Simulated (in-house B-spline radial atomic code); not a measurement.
Hg²⁺. Computed with a B-spline radial atomic code. Model: non-relativistic spherical atom: semilocal Troullier-Martins pseudo-atom, one channel per l, against all electrons, high spin, G0W0 and RPA with empty states to l = 8, local potential for every l without a channel, a model core (radius 0 = none) keeps its share of the functional.

The core holds an angular momentum without a channel of its own, so the local potential lets valence electrons into it.

Without relativity these are model numbers for so heavy an element.

What the tables leave out is listed at the end.

The pseudopotential gives back the lowest level of each angular momentum of its own functional in the configuration it was made in; a second state of the same l is only approximately right. Exact exchange, RPA and GW see the smooth pseudo-orbitals and miss the exchange with the core, for which the functional's share stands in. The column with an uncorrelated core keeps all orbitals and exact exchange, and so separates missing core correlation from pseudisation. Only the three outermost levels and the lowest empty one were computed. RPA here is direct RPA, with no exchange kernel, and its energies carry an (l + 1/2)⁻⁴ tail. A hybrid on a potential with a model core restores only its own semilocal share of the core's exchange.

Command:
```bash
python run_psgw.py task.json out
```
Settings (lengths in bohr, energies in hartree):
```
Z                      80
electrons              78
configuration          [Xe] 4f14 5d10
generated_in           [Xe] 4f14 5d10
functional             lda,vwn
core_shells            11
radius_factor          0.8
core_correction        True
```

Cost of the run: 37 s on 1 thread of Arm Neoverse N1, with other jobs on the host.

Given: made with LDA VWN5; model core radius 0.772 bohr; local radius 0.938 bohr; mean-field start LDA VWN5.

Valence shells of the generating configuration: 5p, 5d.

Channel: s 1.855, p 0.776, d 0.921 (radii in bohr).

Computed: largest level miss in the spin-unpolarised generating configuration 0.002 eV; valence RPA correlation energy all-electron orbitals -0.89573 hartree; all-electron RPA polarisability, core included 6.5496 bohr³; pseudo-atom RPA polarisability 6.7938 bohr³.

```csv
level,occupied,mean-field all-electron (eV),mean-field pseudo minus all (eV),G0W0 all-electron (eV),G0W0 uncorrelated core minus all (eV),G0W0 pseudo minus all (eV),exchange self-energy all-electron (eV),exchange self-energy pseudo (eV)
5d,1,-29.873,0,-36.76,0.123,0.561,-36.377,-28.55
6s (empty),0,-20.227,0,-16.178,0.053,-1.345,-4.6525,-4.9556
```

(1) What is the valence RPA correlation energy pseudo?

Given: mean-field start PBE0.

Computed: valence RPA correlation energy all-electron orbitals -0.85201 hartree; all-electron RPA polarisability, core included 5.8638 bohr³; pseudo-atom RPA polarisability 6.156 bohr³.

```
     level  occupied  mean-field all-electron (eV)  mean-field pseudo minus all (eV)  G0W0 all-electron (eV)  G0W0 uncorrelated core minus all (eV)  G0W0 pseudo minus all (eV)  exchange self-energy all-electron (eV)  exchange self-energy pseudo (eV)
        5d         1                       -31.604                             0.147                 -36.723                                  0.129                       0.641                                 -36.539                           -28.671
6s (empty)         0                       -18.532                            -0.544                  -16.02                                   0.05                      -1.278                                 -4.1855                           -4.8499
```

(2) What is the valence RPA correlation energy pseudo?

Answers

(1) -1.3129 hartree.

(2) -1.2276 hartree.

Among the listed levels the largest G0W0 shift of the pseudo-atom is -1.34 eV, for 6s (empty) on the LDA VWN5 start, while leaving the core uncorrelated moves that level by +0.05 eV. So pseudisation and the lost core exchange, not the missing core correlation, make the error. Not in the tables (levels of low weight, unsolved or above zero; the highest and the empty levels are kept at any weight): on LDA the G0W0 levels 5p (pseudo minus all -242.27 eV, weights 0.45 and 0.19); on PBE0 the G0W0 levels 5p (pseudo minus all +7.70 eV, weights 0.12 and 0.39); no Hartree-Fock pseudo-atom is run with a model core.
